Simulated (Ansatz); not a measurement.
Mulliken charges of ClH$_{4}$SSi$_{2}$ (`[SiH2]S[SiH2]Cl`) radical from r2SCAN/def2-TZVPP in Ansatz (PBE0-D4/def2-TZVP geometry).

```
atom   x (Å)   y (Å)   z (Å)  charge (e)
 Si1  -0.830   1.647   0.146       0.238
  S2   0.977   0.723   0.823      -0.289
 Si3   0.614  -1.238   0.097       0.494
 Cl4  -1.107  -2.039   0.879      -0.238
  H5  -1.242   1.052  -1.158      -0.045
  H6  -0.532   3.098   0.002      -0.049
  H7   0.453  -1.237  -1.373      -0.054
  H8   1.760  -2.065   0.530      -0.057
```

Problem. By hand: the dipole of these point charges (1 e Å = 4.8032 D).

Solution. Σ q r = (0.044, 0.042, -0.268) e Å, of length 0.275 e Å = 1.32 D.

Problem. How does the dipole of the full density compare? (Best estimate.)

Solution. Ansatz gave: (0.052, 0.058, -0.157) e Å, 0.84 D; the point charges give 1.57 times that, at 14° from its direction.

Point charges leave out the atoms' own dipoles, such as those of lone pairs, and Mulliken's split depends on the basis, so the two needn't agree.
